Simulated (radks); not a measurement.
Results of a calculation; reference values are marked as such.
Species: the chromium ion Cr2+. Configuration: [Ar] 3d4.

Code: a radial shooting solver on a logarithmic mesh with Libxc functionals. Model: scalar-relativistic Kohn-Sham, PBE, spin-unpolarised, spherical densities, point nucleus.

Energy parts (hartree):
total: -1049.68443
kinetic: 1060.35712
electron-nucleus: -2488.09461
Hartree: 426.14285
exchange-correlation: -48.08979

Orbitals (lengths in bohr, moments of r in powers of bohr):
| orbital | occ. | eigenvalue (hartree) | <r^4> | <r> |
|---|---|---|---|---|
| 1s | 2 | -216.9052 | 0.00007591 | 0.06355 |
| 2s | 2 | -25.30648 | 0.01806 | 0.2931 |
| 2p | 6 | -21.39392 | 0.01414 | 0.2599 |
| 3s | 2 | -3.49658 | 1.400 | 0.8976 |
| 3p | 6 | -2.44237 | 2.027 | 0.9561 |
| 3d | 4 | -0.83993 | 9.126 | 1.228 |

The highest occupied level is 3d at -22.856 eV. For comparison, the ionisation energy in NIST's Atomic Spectra Database is 30.96 eV (measured). In exact Kohn-Sham theory the highest level is minus the ionisation energy, but local and semilocal functionals leave it too shallow, through self-interaction and a potential that decays too fast; potentials with the right tail come closer. Summed over all electrons, <r^2> = 16.80 bohr^2, which gives a Langevin (diamagnetic) susceptibility term of -13.3 x 10^-6 cm^3/mol.

Beside tabulated values, note that spin-unpolarised runs miss the spin-polarisation part of the exchange energy of open shells.
